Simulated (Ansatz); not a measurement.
Reactions of C$_{3}$H$_{6}$O$_{2}$, SMILES `COC=CO`.

Computed with Ansatz on PBE0-D4/def2-TZVP structures; ΔE is electronic, products minus reactants. CBS: MP2 limit from def2 TZ/QZ plus the TZ coupled-cluster correction, frozen cores. This one scheme is used for every species, atoms too. Double bonds are as drawn, so ΔE can hold a change between cis and trans. Functionals use def2-TZVPP. Open shells (•) are unrestricted, without spin–orbit coupling. Spin–orbit coupling would lower the free atoms: a little for C, O. def2 core potentials past Kr. For I outer-core shells are correlated without core-valence functions, so the limit isn't a true one: a few kJ/mol of doubt a bond, and 10 to 20 or more in all where bonds break to atoms. Each species was taken in one conformer, which may not be the lowest.

```csv
reaction,HF/CBS(def2) (kJ/mol),r2SCAN-D4 (kJ/mol),CCSD(T)/CBS(def2) (kJ/mol)
`CO/C=C/O` + H₂ → `C=COC` + H₂O,-126,-106,-119
`CO/C=C/O` + HI → `O/C=C\I` + CH₃OH,-28,-38,-47
`CO/C=C/O` + H–F → `O/C=C\F` + CH₃OH,-7,4,13
`CO/C=C/O` → 3 C• + 6 H• + 2 O•,3085,4402,4385
`CO/C=C/O` → `C=COCO`,-39,-33,-34
`CO/C=C/O` + H–F → `CO/C=C/F` + H₂O,-2,2,7
```

Largest T1 diagnostic: 0.013, for `O/C=C\F`.
